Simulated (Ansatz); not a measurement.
Reaction (formal exchange of groups at a C–B bond): `FB(CCl)[SiH2]S` + ethane → `CCCCl` + `FB[SiH2]S`

Gas-phase electronic energies from Ansatz, PBE0-D4/def2-TZVP geometries. CCSD(T)/CBS is the MP2 limit (def2-TZVPP, def2-QZVPP) plus CCSD(T) − MP2 in def2-TZVPP, frozen cores. This one scheme is used for every species. DFT in def2-TZVPP. B3LYP here is the variant with VWN-RPA as its local correlation; programs differ in this. Each species was taken in one conformer, which may not be the lowest.

`FB(CCl)[SiH2]S`:

```xyz
11

F    -1.078    1.826    0.964
B    -0.304    0.861    0.485
C     1.033    1.273   -0.230
Cl    0.372    1.170   -1.908
Si   -0.922   -1.075    0.622
S     0.464   -2.405   -0.330
H     1.855    0.564   -0.166
H     1.373    2.295   -0.071
H    -2.305   -1.241    0.099
H    -0.914   -1.505    2.047
H     0.424   -1.764   -1.511
```

`CC`:

Cartesian coordinates in Å:
```
C 0.511 -0.545 -0.135
C -0.511 0.545 0.135
H 0.282 -1.089 -1.054
H 1.517 -0.131 -0.240
H 0.541 -1.274 0.679
H -0.282 1.089 1.054
H -1.517 0.131 0.240
H -0.541 1.274 -0.679
```

`CCCCl`:

Z-matrix (Å, degrees):
```
C
C 1 1.517
H 1 1.091 2 111.0
H 1 1.092 2 111.0 3 120.1
H 1 1.094 2 111.1 3 -120.0
C 2 1.511 1 114.0 3 61.1
H 2 1.094 1 110.4 3 -61.9
H 2 1.097 1 109.9 3 -179.2
Cl 6 1.790 2 112.2 1 -64.7
H 6 1.089 2 111.6 1 176.4
H 6 1.091 2 111.6 1 54.3
```

`FB[SiH2]S`:

Z-matrix (Å, degrees):
```
Si
B 1 2.029
S 1 2.154 2 104.1
H 1 1.485 2 112.4 3 -111.9
H 1 1.488 2 114.9 3 122.0
F 2 1.323 1 119.8 3 -90.5
H 2 1.202 1 123.4 3 84.1
H 3 1.344 1 94.7 2 61.0
```

Task: Is it downhill or uphill in electronic energy at CCSD(T)/CBS, and by how much? (An estimate is asked.)

Result: Computed: Uphill: ΔE = +44.6 kJ/mol.

Task: What do these levels give: PBE-D4, r2SCAN-D4, PBE0-D4, B3LYP-D4, ωB97X-V, MP2/def2-TZVPP, SCS-MP2/def2-TZVPP, CCSD/def2-TZVPP, CCSD(T)/def2-TZVPP, MP2/def2-QZVPP, SCS-MP2/def2-QZVPP, CCSD/CBS(def2)? (Estimate.)

Result: Computed: PBE-D4 51.3, r2SCAN-D4 51.0, PBE0-D4 49.4, B3LYP-D4 48.7, ωB97X-V 44.5, MP2/def2-TZVPP 45.7, SCS-MP2/def2-TZVPP 41.7, CCSD/def2-TZVPP 42.9, CCSD(T)/def2-TZVPP 45.1, MP2/def2-QZVPP 45.1, SCS-MP2/def2-QZVPP 41.1, CCSD/CBS(def2) 42.3 kJ/mol.

Largest T1 diagnostic among the species: 0.014.

The D4 term adds +5.6 kJ/mol with B3LYP and +3.3 kJ/mol with PBE0; it sums over pairs of atoms, weighted by their polarisabilities, and B3LYP, whose exchange is more repulsive, gets the larger term. In def2-TZVPP, CCSD(T) changes the Hartree–Fock value by +11.7 kJ/mol (the triples alone add +2.2 kJ/mol) and MP2 by +12.3 kJ/mol.
